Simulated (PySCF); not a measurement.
**Induced dipoles and field energies**

C2H3BF2S.
Structure used (PBE0-D3(BJ)/def2-SVP), in Å, numbered top down from 1:
```
atom  x, y, z in Å
F1     1.8841    1.4618   -0.9309
B2     1.1719    0.3911   -0.6349
F3     1.5649   -0.7626   -1.1425
C4    -0.0851    0.4917    0.2707
C5    -0.8685   -0.7311    0.5615
S6    -1.5508    0.2212   -0.8091
H7    -0.1906    1.3457    0.9482
H8    -0.4350   -1.6993    0.2904
H9    -1.4772   -0.7353    1.4707
```

Level: CAM-B3LYP/def2-SVPD (PySCF); nuclei fixed, core orbitals frozen in the response. Permanent dipole (-0.574, -0.467, 2.187) D (1 au = 2.5417 D). Static polarisability (au):

```
x   61.99  1.59  2.51
y    1.59 51.07 -2.32
z    2.51 -2.32 52.50
```

Only the terms in μ and α are kept: μ(F) = μ + αF and ΔE = −μ·F − ½ F·αF.

(1) Apply 0.003 au along ±x, ±y and ±z in turn. Tabulate induced and total dipoles and both energy terms.

(2) For the field (0.0009, 0.0003, 0.0015) au, what is the induced dipole, and what angle does it make with the field?

(3) At what field along the permanent dipole would the induced dipole along it equal the permanent one, in this linear picture?

(4) What field makes μF equal to kT at 298 K?

(5) A unit point charge sits 20 Å away. Estimate the induction energy −αe²/2R⁴ with the mean polarisability, treating the molecule as a point.

Answers

(1) 
| field along | induced x (D) | induced y (D) | induced z (D) | total size (D) | −μ·F (kJ/mol) | −½F·αF (kJ/mol) |
| --- | --- | --- | --- | --- | --- | --- |
| +x | 0.473 | 0.012 | 0.019 | 2.255 | +1.779 | -0.732 |
| −x | -0.473 | -0.012 | -0.019 | 2.455 | -1.779 | -0.732 |
| +y | 0.012 | 0.389 | -0.018 | 2.242 | +1.447 | -0.603 |
| −y | -0.012 | -0.389 | 0.018 | 2.437 | -1.447 | -0.603 |
| +z | 0.019 | -0.018 | 0.400 | 2.690 | -6.777 | -0.620 |
| −z | -0.019 | 0.018 | -0.400 | 1.935 | +6.777 | -0.620 |

(2) αF = (0.153, 0.034, 0.204) D, at 6.2° to the field. The polarisability along this direction, F·αF/F², is 56.66 au, against a mean of 55.19 au.

(3) The polarisability along the dipole is 52.89 au, so F = 0.9083 au / 52.89 au = 0.0172 au = 0.88 V/Å; higher-order terms are ignored.

(4) kT = 0.9437 × 10⁻³ Eh, so F = 0.00104 au = 5.34 MV/cm.

(5) R = 37.79 bohr, so the energy is −55.2/(2 × 37.79⁴) Eh = -0.0355 kJ/mol. The charge–dipole term at its most favourable orientation, −μe/R², is -1.67 kJ/mol.

Isolated species at its PBE0-D3(BJ)/def2-SVP geometry (one conformer only).
